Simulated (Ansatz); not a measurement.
Born–Oppenheimer molecular dynamics of BrCl2FH3HfN (9 atoms, charge 0, multiplicity 1). It starts at the highest image of a converged band. Of that band: The profile has 2 maxima (images 1, 4) with wells between them (image 2): this band takes more than one step, which may be the mechanism or a detour left from its start path. A vibrational analysis at the climbing image gives one clearly imaginary mode, 469i cm⁻¹: a first-order saddle point.

The calculation used RKS B3LYP-D4/def2-SVP (Ansatz 0.2.0).

| Item | Value |
| --- | --- |
| ensemble | NVE (velocity Verlet) |
| time step | 0.5 fs |
| steps asked | 200 |
| starting velocities drawn for | 100 K |
| seed | 5402 |

First frame:

```xyz
9
Properties=species:S:1:pos:R:3
Hf 0.110 -0.273 -0.207
F -0.648 -0.389 1.746
Cl 2.001 0.132 -1.565
N -0.684 1.562 -0.356
H -1.465 1.905 0.203
H -0.417 2.268 -1.041
Cl -1.255 -1.812 -1.356
Br 1.824 -1.605 1.688
H 0.374 -1.021 2.127
```

Q: How far do the bonds stretch over the last three quarters of this one trajectory? (Pairs bonded in most of those frames.)

A: 
| bond | mean (Å) | spread (Å) | shortest | longest |
| --- | --- | --- | --- | --- |
| Hf1–F2 | 1.966 | 0.041 | 1.93 | 2.07 |
| Hf1–Cl3 | 2.415 | 0.030 | 2.36 | 2.45 |
| Hf1–N4 | 2.004 | 0.010 | 1.99 | 2.02 |
| Hf1–Cl7 | 2.372 | 0.011 | 2.35 | 2.38 |
| Hf1–Br8 | 2.945 | 0.068 | 2.87 | 3.09 |
| N4–H5 | 1.020 | 0.011 | 1.00 | 1.04 |
| N4–H6 | 1.019 | 0.015 | 1.00 | 1.04 |
| Br8–H9 | 1.451 | 0.038 | 1.39 | 1.53 |

Pairs bonded in part of these frames only: Hf1–H9 7 %.

Mean temperature of the second half: 205 K. The conserved energy stayed within 0.064 meV per atom of its start (net change -0.00033 meV per atom), so the integration is sound. The kinetic energy rose, since the run started high on the potential surface and went downhill. A run of 0.1 ps of so small a system gives no equilibrium averages. The orbitals stay closed-shell, which can raise the energy where a bond breaks towards radicals; this wasn't checked here.

Time of the run: 15 min on 4 threads of Arm Neoverse V1 (shared host), peak memory 0.5 GiB.
